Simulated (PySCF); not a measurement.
Correlation energy of Sc (scandium, neutral)

[Ar] 3d1 4s1 4p1, one real determinant (an excited configuration). Computed with PySCF 2.14 in x2c-QZVPPall, with the spin-free X2C one-electron Hamiltonian (Gaussian nucleus). Frozen: [Ne]; 11 electrons correlated.

| level | correlation energy (mhartree) |
| --- | --- |
| CCSD | -271.76 |
| (T) | -7.21 |
| CCSD(T) | -278.97 |

Diagnostics: T1 = 0.014, D1 = 0.0570, largest double amplitude 0.052.

The real determinant used has ⟨L²⟩ near 8 against 12 for a pure F term, so it mixes terms.

Cost of the coupled-cluster step: of the order of 80 core-seconds, for 11 correlated electrons.

Iterations:

```
CC2 = 0
CCSD nocc = (np.int64(7), np.int64(4)), nmo = (91, 91)
frozen orbitals [[0, 1, 2, 3, 4], [0, 1, 2, 3, 4]]
max_cycle = 100
direct = 0
conv_tol = 1e-08
conv_tol_normt = 1e-06
diis_space = 8
diis_start_cycle = 0
Init t2, MP2 energy = -0.245914960615645
Init E_corr(UCCSD) = -0.245914960619014
cycle = 1  E_corr(UCCSD) = -0.265522174600115  dE = -0.019607214  norm(t1,t2) = 0.0472913
cycle = 2  E_corr(UCCSD) = -0.269844791227207  dE = -0.00432261663  norm(t1,t2) = 0.0204474
cycle = 3  E_corr(UCCSD) = -0.272075634561774  dE = -0.00223084333  norm(t1,t2) = 0.011483
cycle = 4  E_corr(UCCSD) = -0.271720030045677  dE = 0.000355604516  norm(t1,t2) = 0.00371985
cycle = 5  E_corr(UCCSD) = -0.271682640724346  dE = 3.73893213e-05  norm(t1,t2) = 0.0019773
cycle = 6  E_corr(UCCSD) = -0.271776090867624  dE = -9.34501433e-05  norm(t1,t2) = 0.000970377
cycle = 7  E_corr(UCCSD) = -0.271763321704301  dE = 1.27691633e-05  norm(t1,t2) = 0.000545093
cycle = 8  E_corr(UCCSD) = -0.271759968451187  dE = 3.35325311e-06  norm(t1,t2) = 0.000293122
cycle = 9  E_corr(UCCSD) = -0.271763603150083  dE = -3.6346989e-06  norm(t1,t2) = 0.000130577
cycle = 10  E_corr(UCCSD) = -0.271763336713031  dE = 2.66437052e-07  norm(t1,t2) = 4.68594e-05
cycle = 11  E_corr(UCCSD) = -0.271762577881838  dE = 7.58831193e-07  norm(t1,t2) = 1.9453e-05
cycle = 12  E_corr(UCCSD) = -0.271762972700484  dE = -3.94818646e-07  norm(t1,t2) = 7.49888e-06
cycle = 13  E_corr(UCCSD) = -0.27176307354844  dE = -1.00847956e-07  norm(t1,t2) = 5.14034e-06
cycle = 14  E_corr(UCCSD) = -0.271762984664271  dE = 8.88841693e-08  norm(t1,t2) = 3.33909e-06
cycle = 15  E_corr(UCCSD) = -0.271762928449535  dE = 5.62147363e-08  norm(t1,t2) = 1.88355e-06
cycle = 16  E_corr(UCCSD) = -0.271762963647611  dE = -3.51980762e-08  norm(t1,t2) = 8.17807e-07
cycle = 17  E_corr(UCCSD) = -0.271762979116774  dE = -1.54691628e-08  norm(t1,t2) = 3.22549e-07
cycle = 18  E_corr(UCCSD) = -0.271762978782468  dE = 3.34305306e-10  norm(t1,t2) = 1.56736e-07
UCCSD converged
E(UCCSD) = -763.5330351104003  E_corr = -0.2717629787824683
UCCSD(T) correction = -0.0072129870698061
```

The basis was made for the ground configuration and has no added diffuse functions, which can raise the energy of the promoted electron.

The reference is one real determinant that mixes LS terms of this configuration.

This basis was not built for core-valence correlation, so the inner-shell part is incomplete.
